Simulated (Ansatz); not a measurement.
Consider the ligand exchange at the In–S bond: `[CH3][InH][SH]` + HBr → `[CH3][InH][Br]` + H₂S.

Calculated with Ansatz (gas phase, PBE0-D4/def2-TZVP geometries, no zero-point term in ΔE). CBS: MP2 limit from def2 TZ/QZ plus the TZ coupled-cluster correction, frozen cores. This one scheme is used for every species. Functionals use def2-TZVPP. Elements past krypton have def2 core potentials. For Br, In outer-core shells are correlated without core-valence functions, which leaves a few kJ/mol of doubt a bond. Scalar relativity is left out up to krypton. One conformer a species, not always the lowest.

CCSD(T)/CBS gives -12.4 kcal/mol.

Another level gave -13.8 kcal/mol. Which?
A. LDA (SPW92)/def2-TZVPP
B. BHLYP-D4/def2-TZVPP
C. revPBE/def2-TZVPP
D. B2PLYP/def2-TZVPP

B. BHLYP-D4 -13.8, revPBE -11.6, B2PLYP -12.6, LDA (SPW92) -10.1 kcal/mol.

Largest T1 diagnostic among the species: 0.013.

Leaving LDA and LC-ωPBE aside and taking each functional with its dispersion term where it has one, the values, not all of them listed here, spread over 2.9 kcal/mol, from BHLYP-D4 to revPBE-D4. LDA lies +1.2 kcal/mol from PBE without D4. In def2-TZVPP, CCSD(T) changes the Hartree–Fock value by +4.5 kcal/mol (the triples alone add +0.7 kcal/mol) and MP2 by +4.5 kcal/mol. From PBE to PBE0 (25 % exact exchange), in def2-TZVPP and without D4, ΔE moves by −1.0 kcal/mol.
